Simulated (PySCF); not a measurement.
Ligands exchanged one at a time, In Cl-H. Gas-phase values, no solvent. Strings in code marks are SMILES.

Calculation: PBE-D3(BJ)/def2-TZVP // B3LYP-D3(BJ)/def2-TZVP (PySCF). All candidates: neutral, multiplicity 1. 

The HOMO comes out as -6.87 eV and the HOMO–LUMO gap comes out as 4.15 eV. The LUMO comes out as -2.72 eV.

Identify which member has these values.
A) `[InH3]`
B) `[Cl][InH2]`
C) `[Cl][InH][Cl]`

B, `[Cl][InH2]`. The others give `[InH3]`: -6.99 eV, 4.34 eV, -2.65 eV; `[Cl][InH][Cl]`: -7.52 eV, 4.72 eV, -2.80 eV
